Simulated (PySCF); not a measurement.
**Sb⁺: interval between two levels**

Sb⁺ [Kr] 4d10 5s2 5p2 [3P2, M_J = 2] → Sb⁺ [Kr] 4d10 5s2 5p1 6s1 [3P2, M_J = 2], as a difference of total energies. Calculation: PySCF 2.14, in x2c-TZVPall-2c with one added diffuse shell each of s, p, d, f type (9s10p6d3f, 90 functions); the two-component X2C-1e Hamiltonian. Correlated levels: [Ar] 3d10 frozen; the 6 highest virtual spinors dropped. "Screened" scales the spin-orbit matrix elements by Boettger's factors to mimic the two-electron term; Breit and QED terms are absent.

```csv
method,interval between two levels (cm⁻¹)
GHF (spin-free),67194
GMP2 (spin-free),67723
GHF (screened spin-orbit),68567
GMP2 (screened spin-orbit),68961
```

The spin-free rows relax to the high-spin LS determinant and lack the spin-orbit shift.

Errors of the correlated levels include the incompleteness of this basis and the frozen core.

The labels give the starting determinants; with spin-orbit coupling the two ends relaxed to ⟨J²⟩ = 6.01, ⟨L²⟩ = 2.52, ⟨S²⟩ = 1.78 and ⟨J²⟩ = 6.02, ⟨L²⟩ = 2.03, ⟨S²⟩ = 2.02.

Problem. Which method comes closest to the reference value, and which is furthest?

Solution. The reference is 69616 cm⁻¹ (measured; NIST Handbook of Basic Atomic Spectroscopic Data (Sansonetti and Martin, J. Phys. Chem. Ref. Data 34, 1559 (2005))). Closest: GMP2 (screened spin-orbit) (error -655.23 cm⁻¹); furthest: GHF (spin-free) (error -2422.7 cm⁻¹).
